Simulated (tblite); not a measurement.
Species: C4H11PSi.
Numbering: `[CH2:1]=[CH:2][CH2:3][PH:4][CH2:5][SiH3:6]` (hydrogens: H7, H8 on C1; H9 on C2; H10, H11 on C3; H12 on P4; H13, H14 on C5; H15, H16, H17 on Si6)

Computed with GFN2-xTB (tblite), gas phase: L-BFGS steps from a force-field or distance-geometry start until the largest atomic force falls under 0.01 eV/Å.

Geometry at step 3:
```
atom  x, y, z in Å
C1     -3.1313   -0.6424   -1.0034
C2     -2.4004    0.3390   -0.5150
C3     -1.3047    0.1589    0.4673
P4      0.2315    0.6291   -0.4978
C5      1.5075    0.0945    0.7108
Si6     3.2260    0.2139   -0.1215
H7     -2.9976   -1.6624   -0.6912
H8     -3.9092   -0.4458   -1.7149
H9     -2.5570    1.3533   -0.8615
H10    -1.2382   -0.8627    0.8580
H11    -1.4223    0.8434    1.3186
H12     0.2313   -0.5356   -1.3078
H13     1.4632    0.7595    1.5780
H14     1.3235   -0.9241    1.0528
H15     4.2169   -0.2032    0.8601
H16     3.4887    1.5874   -0.5211
H17     3.2652   -0.6909   -1.2684
```

Question: Give the atomic forces at this geometry.

Answer: 
| atom | Fx (eV/Å) | Fy (eV/Å) | Fz (eV/Å) |
| --- | --- | --- | --- |
| C1 | -0.130 | -0.004 | -0.023 |
| C2 | -0.275 | 0.006 | 0.127 |
| C3 | 0.152 | 0.064 | -0.013 |
| P4 | -0.062 | 0.053 | 0.059 |
| C5 | 0.405 | -0.105 | -0.067 |
| Si6 | -0.130 | -0.060 | 0.093 |
| H7 | -0.010 | -0.089 | 0.017 |
| H8 | -0.091 | -0.090 | -0.157 |
| H9 | 0.012 | 0.008 | 0.070 |
| H10 | -0.017 | 0.048 | -0.134 |
| H11 | 0.109 | 0.021 | -0.165 |
| H12 | 0.047 | 0.142 | 0.247 |
| H13 | -0.042 | -0.019 | -0.102 |
| H14 | -0.092 | -0.012 | 0.042 |
| H15 | 0.144 | -0.077 | 0.132 |
| H16 | -0.016 | 0.120 | -0.072 |
| H17 | -0.006 | -0.007 | -0.054 |

The largest, 0.42 eV/Å, acts on C5; the rms over all components is 0.112 eV/Å. The forces sum to zero within rounding, as they must for an isolated molecule in no field.

Question: Give the force on C5 in Eh/bohr and in nN.

Answer: 0.424 eV/Å ÷ 51.422 = 0.00824 Eh/bohr, and 0.424 eV/Å × 1.602 = 0.68 nN.

Question: How far is this geometry from the end of the optimisation?

Answer: 0.056 eV above it, and 0.127 Å rms away after alignment. The bonds farthest from their final lengths, with half the difference of the two atoms' forces along the bond (positive lengthens):

| bond | now (Å) | final (Å) | force along bond (eV/Å) |
| --- | --- | --- | --- |
| P4–H12 | 1.419 | 1.404 | -0.09 |
| P4–C5 | 1.837 | 1.850 | +0.14 |
| Si6–H15 | 1.456 | 1.466 | +0.11 |
| C5–Si6 | 1.913 | 1.906 | -0.27 |
| Si6–H16 | 1.454 | 1.462 | +0.12 |
| C2–C3 | 1.483 | 1.488 | +0.11 |

The angle farthest from its final value is C2–C3–P4, 103.5° against 110.4°.

Of the 3 listed bonds off by 0.010 Å or more, this force points towards the final length in 3.

What follows is the cost of the whole relaxation. The run took 0.39 s wall on one thread, Arm Neoverse V1 (aarch64), no GPU, shared host with 32 logical CPUs at a one-minute load of 29.
